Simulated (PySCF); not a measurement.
**Correlation energy of Cu (copper, neutral)**

[Ar] 3d10 4s1, 2S determinant. All numbers are calculated (PySCF 2.14, scalar relativity by spin-free X2C-1e, in Sapporo-DKH3-DZP-2012 (6s4p3d1f, 40 functions)). Frozen: [Ar]; 11 electrons correlated.

MP2 pair energies summed by pair of shells (mhartree):

| pair | energy | share (%) |
| --- | --- | --- |
| 3d-3d | -403.42 | 95.2 |
| 3d-4s | -20.27 | 4.8 |

Total MP2 correlation energy: -423.68 mhartree.

Same-spin part -159.98 and opposite-spin part -263.70 mhartree; SCS-MP2 scales them by 1/3 and 6/5 to -369.77 mhartree.

| level | correlation energy (mhartree) |
| --- | --- |
| CCSD | -370.15 |
| (T) | -11.35 |
| CCSD(T) | -381.50 |

Diagnostics: T1 = 0.019, D1 = 0.0603, largest double amplitude 0.031.

Question: Is a single reference adequate?

Answer: Yes: T1 lies below 0.03 and no double amplitude reaches 0.07.
